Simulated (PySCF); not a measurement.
This PySCF input asks for the NMR shieldings of `C(C)(C)[C@H]([SiH3])C(=O)CC#N`, C₇H₁₃NOSi; the geometry comes from GFN2-xTB.

```python
import basis_set_exchange as bse
import numpy as np
from pyscf import gto, dft
from pyscf.prop import nmr

atoms = """
C    -1.673408   -1.384044    0.466678
C    -1.357956    0.083987    0.171595
C    -1.876071    0.468820   -1.208712
C     0.152488    0.336153    0.352309
Si    0.651429    2.167850   -0.005805
C     0.999533   -0.510546   -0.522808
O     0.900749   -0.588852   -1.722844
C     2.086961   -1.323523    0.203552
C     2.830320   -0.519516    1.129528
N     3.414358    0.138368    1.860600
H    -2.748228   -1.550523    0.451849
H    -1.300110   -1.673569    1.448174
H    -1.220206   -2.028823   -0.284436
H    -1.872288    0.699614    0.919588
H    -1.323253   -0.055183   -1.983085
H    -1.774598    1.539194   -1.375091
H    -2.928540    0.206182   -1.295466
H     0.397077    0.130578    1.399136
H     1.943003    2.401511    0.633339
H    -0.391476    2.996047    0.601807
H     0.728900    2.383126   -1.446380
H     2.766537   -1.758848   -0.534460
H     1.590027   -2.131019    0.751010
"""
names = dict.fromkeys(["C", "Si", "O", "N", "H"], "pcSseg-1")
basis = {el: gto.basis.parse(bse.get_basis(n, elements=[el], fmt="nwchem")) for el, n in names.items()}
mol = gto.M(atom=atoms, basis=basis, charge=0, verbose=0)
mf = dft.RKS(mol, xc="PBE0")
mf.grids.level = 2
mf.grids.alignment = dft.numint.BLKSIZE   # the property module wants whole blocks of grid points
mf.conv_tol = 1e-9
mf.kernel()

calc = nmr.RKS(mf)   # GIAO
C = mf.mo_coeff
Co = C[:, mf.mo_occ > 0]
resp = mf.gen_response(singlet=True, hermi=2)
def vind(x):   # induced exchange potential for any number of trial vectors
    d = np.einsum("pi,xij,qj->xpq", C, 2 * x.reshape(-1, C.shape[1], Co.shape[1]), Co, optimize=True)
    return np.einsum("xpq,pi,qj->xij", resp(d - d.transpose(0, 2, 1)), C, Co, optimize=True).ravel()
mo1, _ = nmr.rhf.solve_mo1(calc, with_cphf=vind)
sigma = calc.kernel(mo1)
for i, s in enumerate(sigma):   # ppm
    print("%2d %-2s %9.2f" % (i, mol.atom_pure_symbol(i), np.trace(s) / 3))
```

Question: What are the results?

Answer: 
```
 0 C     160.88
 1 C     150.11
 2 C     166.49
 3 C     138.74
 4 Si    397.92
 5 C     -23.18
 6 O    -340.54
 7 C     149.06
 8 C      65.50
 9 N     -42.90
10 H      30.51
11 H      30.63
12 H      30.77
13 H      29.70
14 H      29.51
15 H      30.42
16 H      30.89
17 H      28.52
18 H      27.15
19 H      27.61
20 H      27.59
21 H      28.67
22 H      28.48
```

These numbers come from an equivalent density-fitted implementation of the same equations, which agrees with the script to about 0.01 ppm for H and up to a few tenths of a ppm for heavy atoms, so last digits may differ.

Question: Turn these shieldings into chemical shifts. References, each an isolated molecule treated in the same way: TMS for 13C (σref 186.93), 29Si (σref 349.16), 1H (σref 31.72); H2O for 17O (σref 336.08); NH3 for 15N (σref 267.73).

Answer: Averaging equivalent atoms: C 5: 210.1; C 8: 121.4; C 3: 48.2; C 7: 37.9; C 1: 36.8; C 0: 26.0; C 2: 20.4; Si 4: -48.8; O 6: 676.6; N 9: 310.6; H 18/19/20: 4.27; H 22: 3.23; H 17: 3.20; H 21: 3.05; H 13: 2.01; H 14/15/16: 1.45; H 10/11/12: 1.08 ppm. Unscaled 17O shifts of doubly bonded oxygen tend to come out too high, by tens of ppm or more. Experimental scales use liquid or dissolved standards, which lie at an offset from isolated NH3 (liquid NH3: subtract about 20 ppm) and H2O (liquid H2O: subtract about 36 ppm). Unscaled 15N shifts of sp2 nitrogen come out 20 to 40 ppm too high even then.

Size and cost of the density-fitted run: 242 basis functions, 72 s wall time on 1 thread of an Arm Neoverse V1, shared host; peak memory 1 GiB.
